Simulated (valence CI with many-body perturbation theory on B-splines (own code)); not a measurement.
**Rh12+: calculated level list**

Calculated by relativistic CI+MBPT: five valence electrons over a frozen Dirac-Fock core [Ar] 3d10, a basis of 11 s, 11 p, 10 d, 8 f, 5 g, 2 h functions for each j, with the one-electron correlation potential Σ1 (screened to all orders), the two-electron term Σ2, the three-electron term Σ3, Breit, model QED; selected single and double excitations, second order for the rest, scaled by the run's own slope (own B-spline code, finite nucleus).

No measured levels were compared; by estimate levels hold to about 250 cm⁻¹ or 0.2 % of their energy and the worst to 1 %, as in measured heavy ions of charge 2 to 7; those with d or f electrons hold less well. Among the levels kept, up to 2500 cm⁻¹ of a level comes from second order outside the variational space, and about a tenth of that is noise between levels of different J, which matters for small intervals.

Levels 91 to 135 of 170, with energies above the lowest level, 4s²4p³ ⁴S°_3/2. "Leading %" is the weight of the configuration and term that name the level; weights of strongly mixed levels are sums over their largest components and can fall short. Lifetimes count E1, E2, E3, M1 and M2 decay at the calculated energies, and are blank where another channel may lead or the interval is too uncertain; long ones can be off by a factor of two.

```csv
No.,Configuration,Term,J,E (cm⁻¹),Leading %,Second component,Lifetime
91,4s4p³4d,²P°,1/2,847990,39,22 % 4s4p³4d ⁴D°,7.04 ps
92,4s4p³4d,²F°,5/2,850570,74,5 % 4s4p³4d ²D°,78.4 ps
93,4s4p³4d,²G°,9/2,851120,65,13 % 4s4p³4d ⁴F°,67.5 ps
94,4s4p³4d,⁴D°,7/2,852790,53,15 % 4s4p³4d ²F°,21.1 ps
95,4s4p³4d,⁴D°,5/2,859160,51,10 % 4s4p³4d ²D°,14.0 ps
96,4s4p³4d,⁴D°,3/2,860740,64,10 % 4s²4p²4f ⁴D°,7.16 ps
97,4s4p³4d,⁴D°,1/2,862300,59,9 % 4s4p³4d ²P°,6.77 ps
98,4s4p³4d,²F°,7/2,870780,56,11 % 4s4p³4d ⁴D°,53.7 ps
99,4s4p³4d,²D°,3/2,874600,67,11 % 4s4p³4d ⁴D°,12.1 ps
100,4s4p³4d,²P°,1/2,878200,62,20 % 4s4p³4d ⁴D°,11.9 ps
101,4s4p³4d,²F°,5/2,880380,45,9 % 4s4p³4d ²D°,9.25 ps
102,4s4p³4d,²D°,5/2,885740,42,16 % 4s4p³4d ²F°,9.43 ps
103,4s4p³4d,²D°,3/2,894890,47,11 % 4s4p³4d ²P°,10.2 ps
104,4s4p³4d,²F°,5/2,896020,49,,5.02 ps
105,4s4p³4d,²F°,7/2,902060,69,9 % 4s²4p4d² ²F°,4.68 ps
106,4s4p³4d,²P°,3/2,902300,65,9 % 4s4p³4d ²D°,14.0 ps
107,4s²4p4d²,⁴G°,5/2,903440,51,24 % 4s²4p²4f ⁴G°,61.1 ps
108,4s4p³4d,²F°,7/2,904890,50,14 % 4s4p³4d ⁴D°,19.5 ps
109,4s4p³4d,²S°,1/2,909150,59,17 % 4s²4p4d² ²S°,6.08 ps
110,4s4p³4d,²P°,3/2,911090,57,16 % 4s²4p4d² ²P°,4.96 ps
111,4s²4p4d²,⁴G°,7/2,913370,48,25 % 4s²4p²4f ⁴G°,71.2 ps
112,4s4p³4d,²D°,5/2,916410,62,7 % 4s4p³4d ⁴D°,19.6 ps
113,4s²4p²5s,⁴P,1/2,923280,67,17 % 4s²4p²5s ²P,8.77 ps
114,4s²4p4d²,⁴G°,9/2,926930,61,28 % 4s²4p²4f ⁴G°,171 ps
115,4s4p³4d,²P°,1/2,929450,45,11 % 4s²4p4d² ²P°,5.63 ps
116,4s4p³4d,²P°,3/2,930450,40,14 % 4s4p³4d ²D°,6.05 ps
117,4s²4p²4f,²D°,5/2,933020,31,20 % 4s4p³4d ²D°,8.18 ps
118,4s²4p²4f,²G°,7/2,935720,19,14 % 4s²4p²4f ⁴D°,16.8 ps
119,4s4p³4d,²D°,5/2,939490,13,12 % 4s²4p4d² ²F°,8.65 ps
120,4s²4p4d²,²H°,9/2,939910,41,24 % 4s²4p²4f ²H°,184 ps
121,4s²4p4d²,⁴G°,11/2,942040,47,34 % 4s²4p²4f ⁴G°,306 ps
122,4s²4p4d²,⁴D°,3/2,945930,26,21 % 4s²4p4d² ²D°,13.5 ps
123,4s4p³4d,²P°,1/2,946470,49,6 % 4s²4p4d² ²P°,5.84 ps
124,4s²4p²4f,⁴D°,7/2,947130,15,14 % 4s²4p4d² ⁴D°,26.9 ps
125,4s²4p²5s,⁴P,3/2,952010,90,6 % 4s²4p²5s ²P,12.0 ps
126,4s²4p²4f,⁴G°,5/2,953920,24,19 % 4s²4p²4f ⁴F°,7.95 ps
127,4s²4p4d²,⁴D°,1/2,955810,73,9 % 4s²4p²4f ⁴D°,12.1 ps
128,4s²4p²4f,²D°,3/2,957880,25,23 % 4s4p³4d ²P°,5.96 ps
129,4s²4p²5s,²P,1/2,958970,75,22 % 4s²4p²5s ⁴P,4.69 ps
130,4s²4p4d²,⁴D°,5/2,959590,14,13 % 4s²4p²4f ⁴G°,9.79 ps
131,4s²4p²4f,²G°,7/2,963800,19,13 % 4s²4p²4f ⁴F°,16.1 ps
132,4s²4p²5s,⁴P,5/2,964350,62,35 % 4s²4p²5s ²D,10.8 ps
133,4s²4p4d²,²D°,3/2,965170,17,13 % 4s²4p²4f ⁴F°,12.3 ps
134,4s²4p²4f,⁴G°,9/2,967340,16,16 % 4s²4p²4f ⁴F°,11.4 ps
135,4s²4p²4f,²H°,11/2,967860,40,33 % 4s²4p4d² ²H°,90.0 ps
```

Names give the largest LS component (configuration and term), which can be under half, so a name can repeat, a term be missing and a line seem to break the LS rules; names also repeat where a configuration has a term twice.

Where two levels of one J and parity lie close, their mixing, g and order are uncertain.
